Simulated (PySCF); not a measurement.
Molecule: tetrahydropyran-4-one, C₅H₈O₂.

Cartesian coordinates in Å; atom numbers follow the order of the lines, from 1:
```xyz
15

O     1.1571   -1.9974    0.9845
C     0.7227   -1.1212    0.2780
C     1.4375    0.1911    0.0451
C     0.4678    1.3641    0.2136
O    -0.6731    1.2072   -0.5828
C    -1.4131    0.0713   -0.2323
C    -0.6055   -1.2128   -0.4397
H     1.8126    0.1932   -0.9930
H     2.2960    0.2636    0.7277
H     0.9439    2.3089   -0.0853
H     0.1824    1.4569    1.2818
H    -1.7390    0.1356    0.8264
H    -2.3173    0.0680   -0.8577
H    -1.1473   -2.1027   -0.0895
H    -0.4007   -1.3276   -1.5182
```

Geometry PBE0-D3(BJ)/def2-SVP throughout; GIAO in PySCF, gas phase, one conformer, non-relativistic; equivalent atoms averaged; functional PBE0.

Q: How do the absolute shieldings σ depend on the basis set? (ppm; last column core-seconds on shared hosts with different chips, so compare them loosely)

A: 
```tsv
basis set	functions	O1	O5	C2	C4/C6	C3/C7	H10/H11/H12/H13	H8/H9/H14/H15	core-s
STO-3G	43	-271.6	366.0	101.3	178.1	202.9	30.46	30.54	3.6
pcSseg-0	79	-432.7	304.5	-26.6	121.6	146.6	28.68	30.42	7.1
6-31G	79	-334.0	290.1	0.3	133.5	156.3	28.59	30.18	7.2
6-31G*	114	-282.7	297.8	0.9	129.0	153.1	28.13	29.82	11
cc-pVDZ	138	-293.7	294.3	-3.3	129.8	152.9	27.63	29.26	15
def2-SVP	138	-300.0	301.1	-6.5	128.5	152.5	27.75	29.38	14
pcSseg-1	159	-346.4	283.4	-23.5	114.6	138.9	27.49	29.11	16
aug-cc-pVDZ	233	-270.8	288.2	-7.9	128.1	150.9	27.49	29.02	32
6-311+G(2d,p)	237	-309.9	278.5	-21.6	117.4	141.2	27.70	29.22	30
def2-TZVP	265	-316.8	281.8	-22.8	116.2	140.6	27.68	29.21	40
cc-pVTZ	322	-315.7	282.5	-19.8	117.4	142.1	27.50	29.04	53
IGLO-III	325	-326.5	278.1	-30.9	112.0	136.9	27.53	29.05	52
```

Q: Which nucleus moves most, in ppm?

A: O1 (ketone oxygen): from -432.7 ppm with pcSseg-0 to -270.8 ppm with aug-cc-pVDZ. The smallest spread is 1.52 ppm, at H8/H9/H14/H15. Proton shifts span only some 12 ppm, so a few tenths of a ppm matter as much there as several ppm in carbon.

Q: Taking the largest basis, IGLO-III (325 functions), as the yardstick, rank the others by their worst heavy-atom deviation.

A: def2-TZVP 9.8 ppm (265 functions), cc-pVTZ 11.1 ppm (322 functions), 6-311+G(2d,p) 16.6 ppm (237 functions), pcSseg-1 19.9 ppm (159 functions), def2-SVP 26.5 ppm (138 functions), 6-31G 31.2 ppm (79 functions), cc-pVDZ 32.9 ppm (138 functions), 6-31G* 43.8 ppm (114 functions), aug-cc-pVDZ 55.7 ppm (233 functions), pcSseg-0 106.1 ppm (79 functions), STO-3G 132.2 ppm (43 functions).

A small basis that lands close on one nucleus may do so by chance; judge by the trend and by all nuclei.
